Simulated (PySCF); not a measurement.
**Relaxation of singlet NbO₂(OH)**

Computed with PBE0/[Nb def2-SVP with ECP28, O def2-SVP, H def2-SVP], scalar-relativistic core potentials, density fitting, no spin–orbit coupling, PySCF. A (50,194) grid was used.

A hand-made trigonal pyramidal (heavy-atom frame) start, with no symmetry imposed:

```xyz
5
charge 0 multiplicity 1, angstrom
Nb    0.0270    0.0363   -0.3128
O     1.6340    0.0363    0.5416
O    -0.7765    1.4280    0.5416
O    -0.9001   -1.5695    0.6731
H    -1.8094   -1.6736    0.9628
```

Optimiser trace:
```csv
step,E − E(last) (kJ/mol),largest gradient (Eh/bohr)
0,136.95,0.16564
1,16.85,0.04192
2,2.51,0.01099
3,1.84,0.01507
4,0.94,0.00400
5,0.72,0.00161
6,0.55,0.00157
7,0.35,0.00146
8,0.19,0.00238
9,0.15,0.00177
10,0.10,0.00128
11,0.05,0.00113
12,0.01,0.00063
13,0.00,0.00042
14,0.00,0.00007
```

It ends at C1 with Nb–O 1.711 Å (×2), Nb–O 1.913 Å, O–H 0.961 Å; H–O–Nb 138.5°, O–Nb–O 107.9°, O–Nb–O 113.3°, O–Nb–O 114.4° (after a last refinement on a finer grid). A frequency run shows a minimum.

Final geometry:
Coordinates in bohr (charge 0 multiplicity 1):
```
Nb    0.0382    0.0380   -0.3453
O     3.1014    0.0616    0.6919
O    -1.3285    2.8340    0.5269
O    -1.7943   -2.9040    0.6819
H    -3.2232   -3.3218    1.7207
```

The relaxation took about 60 core-seconds on a shared host.
